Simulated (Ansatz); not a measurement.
CH5BClNO, SMILES `CNB(O)Cl`, relaxed with RKS PBE0-D4/def2-TZVP in Ansatz 0.2.0 from a PBE-D4/def2-SVP geometry. The force threshold is 0.005 eV/Å; the program also tests the step.

Total charge 0; spin multiplicity 1.

Start:

```xyz
10

C    -0.537   -0.859   -0.791
N     0.276    0.308   -0.535
B     0.577    0.900    0.716
O     0.127    0.469    1.936
Cl    1.640    2.342    0.721
H     0.041   -1.693   -1.250
H    -0.963   -1.252    0.155
H    -1.400   -0.640   -1.460
H     0.687    0.740   -1.363
H    -0.447   -0.315    1.871
```

```json
{"step": "1", "energy (eV)": "-17850.5908", "largest force (eV/Å)": "0.602", "largest move (Å)": "0.000"}
{"step": "2", "energy (eV)": "-17850.6249", "largest force (eV/Å)": "0.180", "largest move (Å)": "0.021"}
{"step": "3", "energy (eV)": "-17850.6283", "largest force (eV/Å)": "0.070", "largest move (Å)": "0.009"}
{"step": "4 (rejected)", "energy (eV)": "-17850.6283", "largest force (eV/Å)": "0.075", "largest move (Å)": "0.013"}
{"step": "5", "energy (eV)": "-17850.6287", "largest force (eV/Å)": "0.026", "largest move (Å)": "0.006"}
{"step": "6", "energy (eV)": "-17850.6288", "largest force (eV/Å)": "0.003", "largest move (Å)": "0.007"}
```

End:

```xyz
10

C    -0.538   -0.857   -0.788
N     0.277    0.302   -0.532
B     0.571    0.890    0.705
O     0.128    0.464    1.919
Cl    1.617    2.328    0.712
H     0.039   -1.674   -1.233
H    -0.969   -1.238    0.140
H    -1.375   -0.626   -1.455
H     0.681    0.726   -1.350
H    -0.430   -0.315    1.882
```

It took 21 s on 4 threads of a server CPU on a shared host, with 0.46 GiB of host memory at the peak.
